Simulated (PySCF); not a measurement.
C5H4O. Atoms are numbered in the order given.

```xyz
10

O      0.0000     0.0000     2.0264
C      0.0000     0.0000     0.8219
C      0.0000     1.2023    -0.0851
C      0.0000     0.7478    -1.3464
C      0.0000    -0.7478    -1.3464
C      0.0000    -1.2023    -0.0851
H      0.0000     2.2299     0.2746
H      0.0000     1.3492    -2.2570
H      0.0000    -1.3492    -2.2570
H      0.0000    -2.2299     0.2746
```

Coordinates come from a PBE0-D3(BJ)/def2-SVP optimisation.

Method: PySCF with B3LYP/def2-TZVP.

Symmetry labels are those of the subgroup C2v that the program uses (full group C2v).

Question: List the valence orbital energies around the gap with their symmetry. (The exact figures need the calculation; the answer reports its results.)

Answer: 
| orbital | symmetry | energy (eV) |
|---|---|---|
| HOMO−7 | B2 | -11.88 |
| HOMO−6 | B1 | -11.76 |
| HOMO−5 | B2 | -11.76 |
| HOMO−4 | A1 | -11.76 |
| HOMO−3 | A1 | -10.78 |
| HOMO−2 | B1 | -9.36 |
| HOMO−1 | B2 | -7.37 |
| HOMO | A2 | -6.95 |
| LUMO | B1 | -3.10 |
| LUMO+1 | A2 | 0.99 |
| LUMO+2 | A1 | 1.30 |
| LUMO+3 | B1 | 1.73 |
